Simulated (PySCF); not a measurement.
PySCF 2.14 output of an unrestricted PBE calculation on a single atom or ion in def2-QZVPPD with the def2 core potential (60 electrons) (7s5p4d4f2g, 88 functions), with a scalar-relativistic core potential:

```
SCF conv_tol = 1e-09
number electrons alpha = 11  beta = 5
    J. P. Perdew, K. Burke, and M. Ernzerhof.,  Phys. Rev. Lett. 77, 3865 (1996)
    J. P. Perdew, K. Burke, and M. Ernzerhof.,  Phys. Rev. Lett. 78, 1396 (1997)
    J. P. Perdew, K. Burke, and M. Ernzerhof.,  Phys. Rev. Lett. 77, 3865 (1996)
    J. P. Perdew, K. Burke, and M. Ernzerhof.,  Phys. Rev. Lett. 78, 1396 (1997)
cycle= 1 E= -103.68618150448  delta_E= -0.00798  |g|= 0.0162  |ddm|= 0.413
cycle= 2 E= -103.686238134229  delta_E= -5.66e-05  |g|= 0.00434  |ddm|= 0.0252
cycle= 3 E= -103.686242292867  delta_E= -4.16e-06  |g|= 0.000696  |ddm|= 0.00285
cycle= 4 E= -103.686242435461  delta_E= -1.43e-07  |g|= 0.000186  |ddm|= 0.00112
cycle= 5 E= -103.686242448166  delta_E= -1.27e-08  |g|= 1.33e-05  |ddm|= 0.000238
cycle= 6 E= -103.686242448247  delta_E= -8.12e-11  |g|= 5.71e-07  |ddm|= 2.61e-05
converged SCF energy = -103.686242448247  <S^2> = 12.000645  2S+1 = 7.0001843
```

The run itself started from symmetry-adapted Hartree-Fock orbitals and held the occupation by maximum overlap, on a logarithmic radial grid, so the iterations belong to that start.

Question: Which element, charge and spin multiplicity is this?

Answer: Ir⁺ (iridium, charge +1), multiplicity 7; the state was [Xe] 4f14 5d6 6s1 6p1, one real determinant (an excited configuration).

⟨L²⟩ = 8.01 against 12 for a pure F term, so this real determinant mixes terms. Energies and moments cover only the electrons outside the core potential. Spin-orbit coupling, absent here, splits the open shell strongly.
